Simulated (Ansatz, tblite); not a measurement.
Forces on Sn26H30, a nanocrystal cut from cubic tin at its PBE-D4/def2-SVP geometry. The state is a singlet with charge 0.

In the def2 sets Sn takes a core potential; there is no spin–orbit coupling. The xTB rows come from tblite. Single mean-field runs in def2-SVP are fitted with def2-universal-jkfit.

GFN2-xTB (tblite), largest force 0.42 eV/Å:

```xyz
56
positions Å, forces eV/Å
Sn    2.784    2.064    0.716    0.195    0.251    0.000
Sn    1.590    2.739   -3.644   -0.054    0.265   -0.033
Sn    5.186    0.003   -2.700   -0.095    0.002    0.057
Sn    2.487   -2.524    0.059    0.165   -0.251   -0.079
Sn    1.228   -1.856   -4.292   -0.106   -0.236   -0.105
Sn   -0.787    4.770   -0.281    0.059    0.150   -0.231
Sn    0.495    4.087    4.154    0.002   -0.080   -0.080
Sn    0.131   -0.521    3.507   -0.093   -0.044    0.289
Sn   -3.414    2.218    2.594   -0.222   -0.122    0.097
Sn   -1.105    0.197   -0.871   -0.327    0.058   -0.258
Sn   -1.403   -4.375   -1.496    0.054   -0.101   -0.254
Sn   -3.789   -2.311    1.932   -0.225    0.143    0.116
Sn   -0.167   -5.074    2.902    0.013    0.100   -0.053
Sn    3.780    2.320   -1.915    0.207   -0.132   -0.110
Sn    1.378    4.392    1.490   -0.055    0.097    0.257
Sn    0.166    5.064   -2.922   -0.010   -0.103    0.050
Sn    1.090   -0.198    0.865    0.327   -0.062    0.258
Sn   -0.126    0.497   -3.509    0.098    0.039   -0.292
Sn    3.444   -2.214   -2.582    0.226    0.132   -0.093
Sn    0.772   -4.761    0.260   -0.061   -0.149    0.219
Sn   -0.488   -4.092   -4.151   -0.004    0.078    0.080
Sn   -2.490    2.527   -0.060   -0.171    0.249    0.093
Sn   -1.202    1.837    4.305    0.104    0.235    0.096
Sn   -1.594   -2.756    3.648    0.066   -0.277    0.022
Sn   -5.179    0.020    2.710    0.096    0.006   -0.060
Sn   -2.811   -2.055   -0.707   -0.190   -0.248    0.008
H     4.122    1.824    1.813   -0.333   -0.033   -0.231
H     2.190    2.894   -5.276   -0.131   -0.079    0.253
H     6.545   -0.264   -1.650   -0.140    0.056   -0.273
H     5.814    0.201   -4.309   -0.003   -0.056    0.330
H     3.845   -2.748    1.133   -0.334    0.122   -0.192
H     1.803   -1.665   -5.929   -0.106    0.027    0.272
H    -1.661    6.206    0.188    0.102   -0.267   -0.049
H     1.873    3.883    5.194   -0.266    0.135   -0.095
H    -0.351    5.506    4.697    0.237   -0.236   -0.018
H     1.500   -0.794    4.556   -0.252    0.077   -0.304
H    -4.248    3.674    3.074    0.152   -0.217   -0.138
H    -2.468   -5.753   -1.383    0.131    0.264    0.008
H    -4.867   -3.682    2.016    0.201    0.203   -0.067
H     1.169   -5.306    3.990   -0.265   -0.082   -0.145
H    -1.176   -6.485    3.021    0.253    0.210    0.063
H     4.837    3.706   -2.000   -0.194   -0.212    0.064
H     2.453    5.763    1.377   -0.129   -0.264   -0.009
H     1.187    6.467   -3.042   -0.256   -0.205   -0.059
H    -1.164    5.304   -4.014    0.264    0.079    0.147
H    -1.485    0.757   -4.574    0.248   -0.068    0.311
H     4.297   -3.662   -3.052   -0.159    0.205    0.132
H     1.640   -6.194   -0.230   -0.102    0.271    0.062
H     0.350   -5.529   -4.656   -0.227    0.245    0.005
H    -1.837   -3.885   -5.226    0.258   -0.138    0.110
H    -3.870    2.741   -1.109    0.340   -0.119    0.183
H    -1.789    1.649    5.938    0.107   -0.024   -0.272
H    -2.179   -2.922    5.284    0.124    0.085   -0.248
H    -5.827   -0.166    4.312    0.009    0.050   -0.331
H    -6.524    0.293    1.643    0.139   -0.059    0.276
H    -4.154   -1.810   -1.795    0.334    0.029    0.221
```

PBE-D4/def2-SVP (Ansatz), largest force 0.02 eV/Å:

```
Sn 0.010 0.006 0.005
Sn 0.008 0.001 -0.002
Sn -0.003 -0.003 -0.001
Sn 0.006 -0.002 0.007
Sn 0.004 -0.008 -0.006
Sn 0.010 0.007 -0.004
Sn 0.006 -0.001 -0.005
Sn 0.005 -0.002 0.005
Sn 0.007 -0.001 0.005
Sn 0.000 -0.001 0.000
Sn 0.007 -0.003 0.000
Sn -0.009 0.009 0.008
Sn 0.002 0.007 0.003
Sn -0.005 -0.004 -0.006
Sn -0.006 -0.004 0.003
Sn -0.004 -0.007 0.002
Sn 0.001 -0.003 -0.001
Sn -0.004 0.002 0.001
Sn -0.006 0.004 -0.002
Sn -0.012 -0.004 -0.003
Sn -0.004 0.000 0.008
Sn -0.009 0.001 0.003
Sn -0.013 0.012 -0.003
Sn 0.001 -0.004 -0.007
Sn 0.005 0.001 -0.008
Sn -0.001 -0.004 -0.003
H -0.004 -0.006 -0.003
H -0.007 0.000 -0.005
H 0.007 0.003 0.007
H -0.002 -0.001 -0.004
H -0.004 0.002 0.002
H 0.002 0.006 -0.001
H -0.002 -0.003 0.007
H 0.000 -0.006 0.011
H 0.000 0.002 -0.006
H -0.003 0.004 -0.003
H -0.005 0.001 -0.006
H -0.005 0.002 0.000
H 0.009 -0.007 -0.004
H 0.007 -0.005 0.003
H -0.004 0.001 -0.001
H -0.003 0.002 0.003
H 0.002 -0.004 0.000
H 0.004 0.003 0.004
H -0.008 0.003 -0.002
H 0.002 -0.002 0.005
H 0.000 -0.002 0.003
H 0.002 0.003 -0.001
H 0.007 -0.002 0.000
H -0.005 0.007 -0.006
H 0.007 0.000 -0.006
H 0.003 -0.004 0.000
H 0.004 0.004 0.003
H 0.004 -0.003 0.007
H -0.007 -0.003 -0.006
H 0.002 0.004 0.002
```

PBE0-D4/def2-SVP (Ansatz), largest force 0.24 eV/Å:

```
Sn 0.058 -0.011 0.045
Sn 0.028 -0.003 -0.055
Sn 0.060 -0.007 -0.015
Sn 0.052 -0.004 0.053
Sn 0.028 0.006 -0.056
Sn -0.017 0.049 0.020
Sn 0.026 0.035 0.044
Sn 0.061 -0.008 0.036
Sn -0.015 0.050 0.014
Sn 0.011 -0.003 0.009
Sn -0.029 -0.043 0.011
Sn -0.036 -0.039 0.009
Sn 0.016 -0.041 0.043
Sn 0.020 0.045 -0.008
Sn 0.033 0.033 -0.008
Sn -0.017 0.042 -0.037
Sn -0.009 -0.002 -0.007
Sn -0.059 0.010 -0.031
Sn 0.013 -0.047 -0.011
Sn 0.015 -0.046 -0.028
Sn -0.023 -0.037 -0.041
Sn -0.057 0.001 -0.040
Sn -0.042 0.001 0.044
Sn -0.016 0.001 0.045
Sn -0.058 0.005 0.004
Sn -0.047 0.014 -0.045
H -0.186 0.025 -0.151
H -0.090 -0.023 0.217
H -0.178 0.037 -0.118
H -0.097 -0.025 0.200
H -0.189 0.034 -0.143
H -0.077 -0.018 0.223
H 0.116 -0.202 -0.056
H -0.175 0.009 -0.130
H 0.101 -0.184 -0.089
H -0.188 0.041 -0.147
H 0.109 -0.196 -0.073
H 0.139 0.191 -0.014
H 0.158 0.180 -0.018
H -0.160 0.036 -0.142
H 0.118 0.191 -0.027
H -0.149 -0.187 0.017
H -0.144 -0.193 0.014
H -0.120 -0.186 0.030
H 0.159 -0.040 0.143
H 0.185 -0.038 0.151
H -0.118 0.195 0.070
H -0.114 0.200 0.066
H -0.092 0.188 0.077
H 0.166 -0.008 0.140
H 0.196 -0.030 0.135
H 0.085 0.019 -0.223
H 0.086 0.029 -0.221
H 0.103 0.019 -0.197
H 0.175 -0.037 0.121
H 0.186 -0.027 0.149
```
